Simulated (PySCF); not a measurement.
**Löwdin shares of the frontier orbitals**

Species: C₇H₁₁F₃.
Atom-mapped SMILES: `[CH3:1][C:2]([CH3:3])=[C:4]([CH3:5])[CH2:6][C:7]([F:8])([F:9])[F:10]` (hydrogens: H11, H12, H13 on C1; H14, H15, H16 on C3; H17, H18, H19 on C5; H20, H21 on C6)

Geometry (PBE0-D3(BJ)/def2-SVP, Å), atoms numbered from 1 in this order:
```xyz
21
C7H11F3 angstrom
C     -1.3253   -0.3993   -1.5490
C     -1.0260    0.0210   -0.1419
C     -2.1514    0.7369    0.5589
C      0.1491   -0.1851    0.4868
C      0.3874    0.3123    1.8886
C      1.3030   -0.9105   -0.1549
C      2.2839    0.0065   -0.8470
F      3.3090   -0.6835   -1.3619
F      1.7143    0.6775   -1.8530
F      2.7989    0.9141   -0.0072
H     -2.1940   -1.0792   -1.5759
H     -0.4858   -0.8861   -2.0582
H     -1.6019    0.4816   -2.1530
H     -1.9263    1.8097    0.6876
H     -2.3407    0.3288    1.5639
H     -3.0880    0.6680   -0.0125
H      1.4601    0.3531    2.1207
H     -0.0181    1.3229    2.0444
H     -0.0878   -0.3449    2.6388
H      1.8792   -1.4617    0.6044
H      0.9800   -1.6460   -0.9036
```

Theory: TDDFT CAM-B3LYP/def2-SVPD, vertical, gas phase, core orbitals frozen in the response (PySCF 2.14.0, density-fitted response routines).

Frontier orbitals with the atoms that hold most of them (Löwdin shares over 4%, at most four atoms; ? is withheld):

```
orbital  ε (eV)                           atoms
 HOMO-3  -12.05   C1 18%, C3 17%, H16 9%, C6 9%
 HOMO-2  -11.65  C2 18%, C4 18%, C5 13%, C1 12%
 HOMO-1  -10.94  C3 15%, C1 14%, C2 14%, C5 12%
   HOMO       ?                               ?
   LUMO    1.07                               ?
 LUMO+1    1.40   C2 22%, C4 20%, C3 10%, C1 8%
 LUMO+2    1.80   C5 10%, H20 9%, H17 9%, C1 8%
```

(1) Give the leading atoms of the LUMO.

(2) Which atoms hold the HOMO, and with what shares?

(3) What is the HOMO energy, and the HOMO–LUMO gap?

Results:

(1) C3 (bonded to C and 3 H) 10%; C2 (bonded to 3 C) 9%; C1 (bonded to C and 3 H) 9%; C5 (bonded to C and 3 H) 8%.

(2) C4 (bonded to 3 C) 32%; C2 (bonded to 3 C) 30%; C5 (bonded to C and 3 H) 6%; C1 (bonded to C and 3 H) 6%.

(3) ε(HOMO) = -8.08 eV; the gap is 9.15 eV (0.3362 hartree).

Problem. How does S1 compare with the orbital gap of 9.15 eV?

Solution. S1 is at 6.37 eV (f = 0.066), 2.78 eV below the gap, made of HOMO→LUMO (93%). 

Problem. Give energy, strength and leading configuration of S1 and S2, and follow the Löwdin shares of the leading atoms from the occupied to the empty orbital.

Solution. 
- S1 (6.37 eV, f 0.066), HOMO→LUMO (93%): C4 32% → at most 8%, C2 30% → 9%, C3 at most 6% → 10%
- S2 (6.74 eV, f 0.365), HOMO→LUMO+1 (95%): C4 32% → 20%, C2 30% → 22%

Löwdin shares depend on the basis, the more so with diffuse functions.

One conformer stands for the species.
